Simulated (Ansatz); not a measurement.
Cs3H4. Charge 0, multiplicity 2. Geometry r2SCAN-D4/def2-TZVP; atoms count from 1.

```xyz
7

Cs    1.172    0.898    2.345
Cs   -1.578   -2.309    1.033
Cs    1.413   -0.855   -1.351
H    -0.639    2.040   -2.256
H    -0.757    0.321    0.349
H    -0.774    1.690   -1.604
H     1.162   -1.785    1.483
```

In the def2 sets Cs takes a core potential; there is no spin–orbit coupling. In the doublet, H4 and H6 lie 0.75 Å apart (atoms count from 1), so H2 has formed as a molecule. The structure comes from a short search, and lower isomers may exist.

**Question.** Estimate the Mulliken populations from the PBE0/def2-TZVP orbitals of Ansatz.

**Answer.** 
| atom | charge (e) | spin (α − β) |
| --- | --- | --- |
| Cs1 | 0.47 | 0.19 |
| Cs2 | 0.46 | 0.22 |
| Cs3 | 0.19 | 0.55 |
| H4 | -0.04 | 0.00 |
| H5 | -0.59 | 0.01 |
| H6 | 0.05 | 0.00 |
| H7 | -0.55 | 0.02 |
Mulliken values and Mayer orders depend strongly on the basis.

**Question.** Where does the spin sit?

**Answer.** Summed by element: Cs 0.97, H 0.03, of 1 unpaired in all. Largest on single atoms: Cs3 0.55, Cs2 0.22, Cs1 0.19.

**Question.** And the Mayer bond orders between bonded heavy atoms (over 0.3)?

**Answer.** Cs2–Cs3 0.31 (4.09 Å).
